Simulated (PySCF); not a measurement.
**A small calculation by hand: oscillator strength and radiative lifetime**

PbFI, SMILES [F][Pb][I] (connectivity only; charge and spin as stated), neutral, multiplicity 1.

Geometry optimised at B3LYP-D3(BJ)/def2-TZVP. The def2 effective core potentials stand for the cores of I, Pb; spin–orbit coupling is left out.

TDDFT-M06-2X/def2-SVPD in PySCF puts the first singlet state with f over 0.02 at 5.69 eV (vertical), with the transition dipole (0.209, 0.613, 0.000) in atomic units.

Find the oscillator strength, the wavelength and the radiative lifetime that this transition would have in vacuum if emission retraced absorption.


|μ|² = 0.4194 au, so |μ| = 1.65 D. ΔE = 5.69/27.211 = 0.2091 hartree. f = (2/3) ΔE |μ|² = 0.058 (the program prints 0.059).
λ = 1239.84/5.69 = 218 nm; ν = 45893 cm⁻¹.
Einstein's coefficient A = 0.6670 ν² f s⁻¹ (ν in cm⁻¹) = 8.2e7 s⁻¹, so τ = 1/A = 12 ns. This state is S6; the lower singlets have f = 0.002, 0.007, 0.019, 0.010, 0.003. The figure is the radiative limit of this one transition; relaxation, internal conversion, crossing to triplets and a medium change what is measured.
